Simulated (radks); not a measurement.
The mercury ion Hg71+, configuration [He] 2s2 2p5.

All-electron calculation, Dirac Kohn-Sham, AM05, spin-unpolarised, spherical densities, point nucleus; open shells are shared between the two j in proportion to 2j + 1. Program: a radial shooting solver on a logarithmic mesh with Libxc functionals.

Energy parts (hartree):
part                       energy
total                 -12473.0593
kinetic                15022.0255
electron-nucleus      -28115.5766
Hartree                  750.5340
exchange-correlation    -130.0421

Orbitals (lengths in bohr, moments of r in powers of bohr; <r^-3> diverges for s and p1/2; r(max) is where P^2 peaks):
orbital     occ.  eigenvalue (hartree)   r(max)  <r^-3>  small-component weight
1s1/2          2             -3312.612  0.01022       -                9.27e-02
2s1/2          2             -781.7546  0.05871       -                2.21e-02
2p1/2    1.66667             -765.0811  0.04300       -                2.20e-02
2p3/2    3.33333             -690.0043  0.05027   22550                1.97e-02
3s1/2          0             -326.3326   0.1559       -                9.03e-03
3p1/2          0             -320.7298   0.1438       -                8.95e-03
3p3/2          0             -299.6571   0.1563    6767                8.32e-03

The highest occupied level is 2p3/2 at -18776.0 eV. The density falls to 0.001 e/bohr^3 at r = 0.29 bohr. Summed over all electrons, <r^2> = 0.03467 bohr^2, which gives a Langevin (diamagnetic) susceptibility term of -0.0275 x 10^-6 cm^3/mol. For comparison, the ionisation energy in NIST's Atomic Spectra Database is 18910 eV (theoretical). In exact Kohn-Sham theory the highest level is minus the ionisation energy, but local and semilocal functionals leave it too shallow, through self-interaction and a potential that decays too fast; potentials with the right tail come closer.

Beside tabulated values, note that spin-unpolarised runs miss the spin-polarisation part of the exchange energy of open shells.
